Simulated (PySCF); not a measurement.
Isomers of C5H4F3N, one GFN2-xTB conformer each. Single-point energies are computed at PBE0/pcSseg-1 (PySCF, gas phase, no added dispersion term), electronic only.

```
            SMILES  GFN2-xTB relative energy (kJ/mol)
FC(F)(F)c1cc[nH]c1                                0.0
 C/N=C/C#CC(F)(F)F                              261.9
```

Q: What does PBE0/pcSseg-1 give for the same structures?

A: 
```tsv
SMILES	PBE0/pcSseg-1 E (Eh)	PBE0/pcSseg-1 (kJ/mol)	GFN2-xTB (kJ/mol)	point group
FC(F)(F)c1cc[nH]c1	-546.60921	0.0	0.0	C1
C/N=C/C#CC(F)(F)F	-546.50308	278.6	261.9	Cs
```

Both levels put the same isomer lowest. As drawn, the lower has an aromatic ring and an N–H bond, which the higher lacks; the higher has a C≡C bond and a C=N bond, which the lower lacks.

Q: Which frontier levels, dipoles and rotational constants go with these structures?

A: 
```tsv
SMILES	HOMO (eV, PBE0/pcSseg-1)	LUMO (eV)	dipole (D)	A, B, C (MHz)
FC(F)(F)c1cc[nH]c1	-6.86	0.40	4.80	3540, 1175, 1041
C/N=C/C#CC(F)(F)F	-8.06	-2.00	3.99	4984, 561.0, 554.8
```
